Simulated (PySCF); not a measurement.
## [Nd(HCN)]2+ at several levels of theory

Computed with PySCF 2.14.0 (density fitting, no spin-orbit coupling) at the geometry relaxed with PBE0:

```xyz
4
[Nd(HCN)]2+ (singlet in the valence; each metal's 4f electrons, 4 of them, lie in its core potential, out of spins and levels)
Nd    0.0000    0.0000   -0.4060
N     0.0000    0.0000    2.1618
C     0.0000    0.0000    3.3154
H     0.0000    0.0000    4.4093
```

```json
{"level": "PBE0", "basis": "Nd lcecp-0-SVP with ECP50, N def2-SVP, C def2-SVP, H def2-SVP", "state": "singlet", "HOMO (eV)": "–", "gap (eV)": "–", "charge on Nd1 (e)": "1.79", "population of f-type functions on Nd1 (polarisation alone where 4f lies in the core)": "0.01", "dipole about the centre of mass (D)": "2.08", "largest force component (eV/Å)": "0.00"}
{"level": "HF", "basis": "the same", "state": "singlet", "HOMO (eV)": "–", "gap (eV)": "–", "charge on Nd1 (e)": "1.85", "population of f-type functions on Nd1 (polarisation alone where 4f lies in the core)": "0.01", "dipole about the centre of mass (D)": "2.10", "largest force component (eV/Å)": "3.18"}
{"level": "PBE0", "basis": "Nd lcecp-0-TZVP with ECP50, N def2-TZVP, C def2-TZVP, H def2-TZVP", "state": "singlet", "HOMO (eV)": "–", "gap (eV)": "–", "charge on Nd1 (e)": "1.86", "population of f-type functions on Nd1 (polarisation alone where 4f lies in the core)": "0.01", "dipole about the centre of mass (D)": "2.16", "largest force component (eV/Å)": "1.09"}
```

In the lcecp rows the 4f levels are missing from HOMO and gap, and the state counts the valence alone.

Charges are Mulliken's, which hang on the basis. The relaxation used the grid (50, 194), these runs (75, 302) or, all-electron (x2c bases, spin-free X2C Hamiltonian), (99, 590).

Q: What does r2SCAN with Nd lcecp-0-SVP with ECP50, N def2-SVP, C def2-SVP, H def2-SVP give here?

A: state singlet, charge on Nd1 (e) 1.79, population of f-type functions on Nd1 (polarisation alone where 4f lies in the core) 0.01, dipole about the centre of mass (D) 2.07, largest force component (eV/Å) 0.53. Time: 2.4 s on 2 threads of Arm Neoverse V1, with other jobs on the host, from an already converged density.

An lcecp potential fixes the number of 4f electrons, so in runs with it no electron can move into or out of that shell; real Nd(II) is rare or takes another configuration.
